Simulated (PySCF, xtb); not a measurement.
trifluoromethoxyethane (C3H5F3O), SMILES CCOC(F)(F)F.

GFN2-xTB (xtb) at its own geometry gives an orbital gap of 11.33 eV and a dipole moment of 3.55 D.

Geometry: ωB97X-D3(BJ)/def2-SVP. One conformer was computed; it need not be the lowest.

**Question.** What does PBE/def2-TZVP run with PySCF give? (An estimate is asked for; the answer gives what the named calculation found.)

**Answer.** gap 7.90 eV (levels -7.51 and 0.39 eV), dipole 2.50 D.
